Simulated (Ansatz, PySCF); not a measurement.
Process, species as SMILES: Cl[SiH2]Cl [dichlorosilane] -> Cl[SiH]Cl + H atom (the H-Si bond at the site shown breaks; other sites are not compared here)
Each molecule is optimised on its own at B3LYP-D3(BJ)/def2-TZVP (Ansatz, a first-principles code).
Geometry of the first species:
```xyz
5

Si    -0.0248    -0.7650     0.0400
Cl     1.6947     0.3538    -0.0114
Cl    -1.6683     0.4617    -0.0313
H     -0.0563    -1.5128     1.3053
H     -0.0459    -1.6411    -1.1402
```
Charge 0, spin multiplicity 1.

Quantity: bond dissociation energy (electronic energy difference), in kcal/mol. Correlated levels leave the core frozen unless marked. Open shells are spin-unrestricted. Spin-orbit coupling is left out. Non-relativistic. Basis-set limits of correlation are two-point, X^-3; Hartree-Fock from the larger set. The bracket is a focal-point correction in the basis named.

```tsv
level	program	bond dissociation energy (kcal/mol)
PBE0-D3(BJ)/def2-TZVP	Ansatz + dftd3	91.1
r2SCAN0/def2-TZVPD	Ansatz	91.8
M06-2X/def2-TZVPD	PySCF	93.3
RPA@PBE/cc-pV(T+d)Z	Ansatz	93.7
```

**Question.** What does RI-MP2/CBS(aug-cc-pV(T+d)Z,aug-cc-pV(Q+d)Z)+[CCSD(T)-MP2]/aug-cc-pV(T+d)Z (Ansatz) give?

**Answer.** 97.6 kcal/mol
